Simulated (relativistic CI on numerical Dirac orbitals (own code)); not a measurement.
## Zn2+: sensitivity of the levels to the model

Base calculation: Dirac-Coulomb-Breit CI, separate exchange-only KLI orbitals for each configuration, a model potential for QED, valence Slater integrals scaled by 0.85, P86 correlation energy added to each configuration.

Configuration list (outside the closed core [Ar]): 3d10, 3d9.4s, 3d9.4p, 3d8.4s2, 3d9.5s, 3d9.4d, 3d9.5p, 3d8.4s.4p, 3d9.4f, 3d9.5d, 3d9.5f, 3d9.5g, 3d8.4p2, 3d8.4s.5s. Levels of other configurations are missing.

Variants: (1) no correlation estimate; (2) valence Slater integrals scaled by 0.75; (3) configuration mixing switched off. Shifts of the energy above 3d10 1S_0, in cm⁻¹, for the lowest level and the first level of each name with at least 55 % of one term (blank where a level changes its place among those of its configuration and J or its character, or is not in the variant):

```tsv
Level	Base	Δ(1)	Δ(2)	Δ(3)	Measured
3d10 1S_0	0.0	0.0	0.0	0.0	0.0
3d9.4s 3D_3	71483.6	-5267.5	+110.8	-155.2	78096.3
3d9.4s 3D_2	72660.6	-5267.9	+54.0	-133.9	79273.6
3d9.4s 3D_1	74167.1	-5267.5	+95.8	-156.5	80850.2
3d9.4s 1D_2	77000.2	-5270.8	-319.0	+47.8	83500.3
3d9.4p 3P°_2	129646.7	-6246.2	+433.6	-281.3	137866.4
3d9.4p 3P°_1	131723.2	-6246.3	+400.7	-280.0	140071.0
3d9.4p 3F°_3	132424.8	-6245.5	+72.6	-341.0	
3d9.4p 3F°_4	132883.2	-6243.4	+114.5	-440.8	141327.0
3d9.4p 3P°_0	132975.5	-6246.2	+412.4	-285.8	141392.5
3d9.4p 3F°_2	134129.7	-6243.8	+97.3	-424.5	142483.3
3d9.4p 1F°_3	136044.3	-6250.9	-139.1	-117.6	
3d9.4p 1D°_2	136788.4	-6249.7	-324.9	-188.3	
3d9.4p 3D°_3	137272.9	-6252.4	-204.5	-84.8	145966.6
```

For a near-neutral ion this model can misplace configurations by up to about 10,000 cm⁻¹ (more where the count of f electrons changes) and terms by 10 to 25 % of their spread. Rates follow the energies as ν³ (E1, M1) or ν⁵ (E2), so they and the lifetimes can be off by large factors. The fine structure of a lone outer electron comes out too small, for d and f at times inverted, and misplaced configurations move strength between like terms. 44 of the 56 excited levels that our extract of the measured tables holds in this range could be paired (the sources list more); they are missed by 10549 cm⁻¹ on average and 13960 at most, and levels without a partner can miss by more.

Measured levels: Sugar and Musgrove, J. Phys. Chem. Ref. Data 24, 1803 (1995).

Ionisation energy from the two ground configurations alone: base 38.31 eV; no correlation estimate 37.01 eV. The NIST ASD value (measured) is 39.7233 eV. The gap of more than 2 % comes from missing correlation.

LS names give the leading component of a level, which can be under half, so a name can repeat, a term be missing and a line seem to break the LS rules.
